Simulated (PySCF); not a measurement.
Excitations are Tamm–Dancoff values on a coarser integration grid. The basis has no diffuse functions, so Rydberg states are missing or too high.

## H$_{2}$B$_{2}$O, SMILES `B1OB1` (charge 0, multiplicity 1)

Calculation: PBE-D3(BJ)/def2-TZVP // B3LYP-D3(BJ)/def2-TZVP (PySCF).

```
Quantity                                                  Value
--------------------------------------  -----------------------
HOMO                                                   -6.22 eV
dipole moment                                         0.042 e·Å
LUMO                                                   -2.67 eV
HOMO–LUMO gap                                           3.56 eV
S1 excitation (TDA)                                     4.02 eV
S1 oscillator strength                                    0.015
T1 excitation (TDA)                                     2.97 eV
S1–T1 gap (TDA)                                         1.05 eV
vertical ionisation energy (Delta-SCF)                 10.12 eV
total energy                                       -126.0073 Ha
cost                                    roughly 28 core-seconds
```

Bonds (Å): B1–B2 1.567, B1–O3 1.384, B1–H4 1.180, B2–O3 1.384, B2–H5 1.180. Angles (°): B2–B1–O3 55.5, B2–B1–H4 175.4, O3–B1–H4 129.1, B1–B2–O3 55.5, B1–B2–H5 175.4, O3–B2–H5 129.1, B1–O3–B2 69.0.
